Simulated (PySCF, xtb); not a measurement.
C3H6BFO2, SMILES CCC(=O)B(O)F.

Coordinates come from a r2SCAN-D4/def2-SVP optimisation. The structure was generated by enumeration, and PubChem lists no compound with its InChIKey, so it may never have been made. The values are those of a single conformer.

Calculation: C-PCM-ωB97X/def2-SVP (PySCF).

The values are the electrostatic part of the solvation free energy, E(continuum) − E(gas) at the gas-phase geometry, in a cavity of scaled van der Waals radii (PySCF's table); cavitation and dispersion terms are not included. In vacuum the orbital gap is 10.24 eV. The dipole moment in vacuum is 3.42 D.

Computed values in water (ε = 78.36), methanol (ε = 32.61), 2-propanol (ε = 19.26):
| solvent | ε | ΔG(elec) (kcal/mol) | dipole (D) | gap (eV) |
|---|---|---|---|---|
| water | 78.36 | -8.0 | 4.34 | 10.40 |
| methanol | 32.61 | -7.8 | 4.32 | 10.40 |
| 2-propanol | 19.26 | -7.6 | 4.30 | 10.39 |

For comparison, GFN2-xTB/ALPB(water) (xtb, at the GFN2-xTB geometry, all terms of that model) gives -7.9 kcal/mol.
